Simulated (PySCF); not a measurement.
# Worked example: chemical shift, span and skew from a shielding tensor

Al(CF3)(F)(OMe) (C₂H₃AlF₄O), SMILES C[O][Al]([F])[C](F)(F)F. Atoms are numbered in the order given.

```xyz
11

Al     0.5232     0.0759     0.4871
C     -1.1700     0.4990    -0.4970
F     -1.8015     1.5852    -0.0243
F     -2.0484    -0.5195    -0.4310
F     -0.9377     0.7240    -1.8044
F      0.9967     1.0607     1.7320
O      1.3794    -1.2634    -0.0068
C      2.4850    -2.0892     0.1495
H      3.0753    -2.1197    -0.7818
H      3.1505    -1.7535     0.9641
H      2.1647    -3.1205     0.3746
```
Charge 0, spin multiplicity 1.

Coordinates come from a PBE0-D3(BJ)/def2-SVP optimisation. The values are those of a single conformer.

GIAO shieldings from PBE0/pcSseg-1 (PySCF), non-relativistic, no solvent. The symmetric part of the tensor of C2 has the principal values 48.0, 48.8, 54.5 ppm. The same nucleus in TMS has σ = 186.3 ppm at this level (PySCF, at its B3LYP-D3(BJ)/def2-TZVP geometry).

**Question.** Work out the isotropic shielding, the ¹³C shift against TMS, the span and the skew.

**Answer.** 
σ(iso) = (σ11 + σ22 + σ33)/3 = 50.4 ppm. δ = σ(ref) − σ(iso) = 186.3 − (50.4) = 135.9 ppm.
Span Ω = σ33 − σ11 = 6.5 ppm. Skew κ = 3(σ(iso) − σ22)/Ω = 0.75. Tumbling in solution averages the tensor to δ; in a static solid the shielding alone would spread this spin-1/2 line over Ω.
